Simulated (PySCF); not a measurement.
**Electron correlation in Pd³⁴⁺ (palladium, charge +34)**

Starting occupation: [Ne] 3s2. All numbers are calculated (PySCF 2.14, X2C-1e with screened-nucleus spin-orbit coupling, Gaussian nucleus, in an uncontracted even-tempered set (18 s from 2.1 bohr⁻², ratio 2.6; 13 p from 2.8 bohr⁻², ratio 2.6; 6 d from 2.8 bohr⁻², ratio 2.8; 4 f from 41 bohr⁻², ratio 2.8)). Frozen: 1s2; 10 electrons correlated; the 48 highest virtual spinors left out.

MP2 pair energies summed by pair of shells (mhartree):

| pair | energy | share (%) |
| --- | --- | --- |
| 3s1/2-3s1/2 | -102.57 | 22.6 |
| 2p1/2-2p3/2 | -97.94 | 21.5 |
| 2p3/2-2p3/2 | -93.74 | 20.6 |
| 2p3/2-2s1/2 | -40.35 | 8.9 |
| 2p3/2-3s1/2 | -38.75 | 8.5 |
| 2p1/2-2p1/2 | -22.86 | 5.0 |
| 2p1/2-2s1/2 | -20.57 | 4.5 |
| 2p1/2-3s1/2 | -18.18 | 4.0 |
| 2s1/2-2s1/2 | -10.79 | 2.4 |
| 2s1/2-3s1/2 | -8.88 | 2.0 |

Total MP2 correlation energy: -454.64 mhartree.

The virtual space was cut to 56 spinors, which keep -400.30 of the -454.64 mhartree of MP2 correlation.

| level | correlation energy (mhartree) |
| --- | --- |
| CCSD | -430.78 |
| (T) | -0.99 |
| CCSD(T) | -431.77 |

Diagnostics: T1 = 0.00025, largest double amplitude 0.086.

Problem. Is a single reference adequate?

Solution. Mostly. T1 lies below 0.03, but a double amplitude of this size points to a near-degeneracy that CCSD handles and MP2 describes poorly.

The coupled-cluster values are those of the cut space; adding the MP2 remainder, -54.34 mhartree, estimates the full space.

At this charge the one-electron X2C treatment keeps the bare 1/r₁₂, with no two-electron picture change or Breit term. The effect here is smaller than on the frozen 1s shell.
